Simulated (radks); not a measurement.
Values are calculated unless marked as measured or tabulated.
Xe XVI, 39 electrons, occupied as [Kr] 4d1 5s2 (not the ground configuration).

Level of theory: scalar-relativistic Kohn-Sham, PBE, spin-unpolarised, spherical densities, point nucleus (a radial shooting solver on a logarithmic mesh with Libxc functionals).

Energy parts (Ry):
part                        energy
total                 -14713.12937
kinetic                15485.07067
electron-nucleus      -34556.91902
Hartree                 4704.19071
exchange-correlation    -345.47174

Orbitals (lengths in bohr, moments of r in powers of bohr; <r^-3> diverges for s and p1/2; r(max) is where P^2 peaks):
| orbital | occ. | eigenvalue (Ry) | <1/r> | <r> | <r^-3> | r(max) |
|---|---|---|---|---|---|---|
| 1s | 2 | -2554.317 | 58.11 | 0.02666 | - | 0.01715 |
| 2s | 2 | -421.2167 | 13.34 | 0.1146 | - | 0.09694 |
| 2p | 6 | -380.8608 | 12.73 | 0.1003 | 6173 | 0.07780 |
| 3s | 2 | -107.2744 | 4.820 | 0.3048 | - | 0.2781 |
| 3p | 6 | -94.23862 | 4.584 | 0.3023 | 1208 | 0.2718 |
| 3d | 10 | -75.07481 | 4.348 | 0.2779 | 167.4 | 0.2245 |
| 4s | 2 | -38.58000 | 2.103 | 0.6714 | - | 0.6390 |
| 4p | 6 | -34.11068 | 1.976 | 0.6989 | 295.1 | 0.6615 |
| 4d | 1 | -27.50704 | 1.795 | 0.7355 | 36.95 | 0.6835 |
| 4f | 0 | -20.38831 | 1.525 | 0.7677 | 6.331 | 0.6510 |
| 5s | 2 | -18.91636 | 1.100 | 1.263 | - | 1.256 |
| 5p | 0 | -17.15393 | 1.036 | 1.331 | 100.9 | 1.325 |
| 6s | 0 | -11.27513 | 0.6815 | 2.050 | - | 2.137 |

The highest occupied level is 5s at -257.37 eV. The configuration is held as typed, so some empty levels lie below it. Summed over all electrons, <r^2> = 10.36 bohr^2, which gives a Langevin (diamagnetic) susceptibility term of -8.2 x 10^-6 cm^3/mol. The density falls to 0.001 e/bohr^3 at r = 2.32 bohr.
